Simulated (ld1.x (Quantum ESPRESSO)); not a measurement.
# What one change does to a pseudopotential (Si, TM)

```
Element                 : Si (Z = 14)
Generator               : ld1.x (Quantum ESPRESSO) 7.5
Type                    : norm-conserving Troullier–Martins (Kleinman–Bylander form)
Functional              : LDA (PZ)
Relativity              : scalar-relativistic
Frozen core             : [Ne]
Valence charge          : 4
Reference configuration : 3s2 3p2
Partial waves           : 3s (bound): rc 1.90 bohr; 3p (bound): rc 1.95 bohr; 3d channel at 0.45 Ry: rc 1.85 bohr
Local potential         : all-electron potential smoothed inside 1.75 bohr (lloc = -1)
Core correction         : a·sin(br)/r model core inside 1.20 bohr
```

All-electron outer shells of the reference configuration (LDA (PZ), scalar-relativistic, ld1.x):

| shell | level (eV) | outermost node (bohr) | outermost maximum (bohr) |
| --- | --- | --- | --- |
| 2s | -138.73 | 0.15 | 0.45 |
| 2p | -95.60 | – | 0.39 |
| 3s | -10.88 | 0.72 | 1.77 |
| 3p | -4.17 | 0.72 | 2.14 |

Change: local potential all-electron potential smoothed inside 1.90 bohr (lloc = -2).

Cutoffs: the cutoffs (Ry, on a coarse ladder) from which the occupation-weighted sum of valence levels, in a spherical-Bessel basis at the reference potential, stays within 10 and 1 mRy of its value at 400 Ry; they do not see the model core or the augmentation charge, which bear on the density cutoff. Errors are all-electron minus pseudo energies relative to the spin-unpolarised reference configuration.

Problem. What does the change do?

Solution. The potential gets neither clearly harder nor softer (15 Ry and 35 Ry → 15 Ry and 35 Ry); of the 9 tests that both files solve, the error grows in 0 and shrinks in 2 by more than 15 % and 0.3 meV (median size 6.7 → 6.0 meV); neither file shows a bound ghost.

| quantity | base | changed |
| --- | --- | --- |
| cutoff, loose | 15 Ry | 15 Ry |
| cutoff, tight | 35 Ry | 35 Ry |
| bound ghosts | none | none |
| error for 3s2 3p1, meV [ΔE 7.83 eV] | +3.6 | +2.9 |
| error for 3s2 3p0, meV [ΔE 23.94 eV] | +27 | +23 |
| error for 3s1 3p0, meV [ΔE 58.09 eV] | +82 | +70 |
| error for 3s1 3p3, meV [ΔE 6.81 eV] | -1.6 | -1.9 |
| error for 3s1 3p2, meV [ΔE 15.24 eV] | +4.6 | +3.1 |
| error for 3s2 3p1.5, meV [ΔE 2.96 eV] | +0.5 | +0.4 |
| error for 3s0 3p4, meV [ΔE 13.78 eV] | -7.3 | -7.9 |
| error for 3s2 3p2 (spin-polarised), meV [ΔE -0.61 eV] | +8.1 | +8.0 |
| error for 3s2 3p1 (spin-polarised), meV [ΔE 7.62 eV] | +6.7 | +6.0 |
| s: phases at 2.15 bohr within 0.05 rad from the reference energy up to (Ry; the scan ends near 5) | 2.1 | 2.8 |
| p: phases at 2.15 bohr within 0.05 rad from the reference energy up to (Ry; the scan ends near 5) | 3.5 | 3.9 |
| d: phases at 2.15 bohr within 0.05 rad from the reference energy up to (Ry; the scan ends near 5) | to the end of the scan | 4.9 |
